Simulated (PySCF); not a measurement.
Ligands exchanged one at a time, Sn OCH3-SH. Isolated molecules, 0 K electronic values unless said otherwise. One relaxed conformer stands for each flexible species; it need not be the lowest. Strings in code marks are SMILES.

The numbers are results of PySCF with PBE0-D3(BJ)/def2-TZVP // PBE0-D3(BJ)/def2-SVP, not measurements. All candidates: neutral, multiplicity 1. Delta-SCF ions had no search for a lower state. Excitations are Tamm–Dancoff values on a coarser integration grid. The basis has no diffuse functions, so Rydberg states are missing or too high.

| Item | Result |
|---|---|
| vertical ionisation energy (Delta-SCF) | 9.46 eV |
| T1 excitation (TDA) | 4.13 eV |
| LUMO | -1.88 eV |

**Question.** Identify which member has these values.
(A) `C[O][Sn]([SH])([SH])[O]C`
(B) `C[O][Sn]([O]C)([O]C)[O]C`
(C) `C[O][Sn]([SH])([SH])[SH]`
(D) `[SH][Sn]([SH])([SH])[SH]`

**Answer.** A, `C[O][Sn]([SH])([SH])[O]C`. The others give `C[O][Sn]([SH])([SH])[SH]`: 9.40 eV, 3.93 eV, -2.06 eV; `C[O][Sn]([O]C)([O]C)[O]C`: 9.55 eV, 4.41 eV, -1.65 eV; `[SH][Sn]([SH])([SH])[SH]`: 9.35 eV, 3.88 eV, -2.19 eV
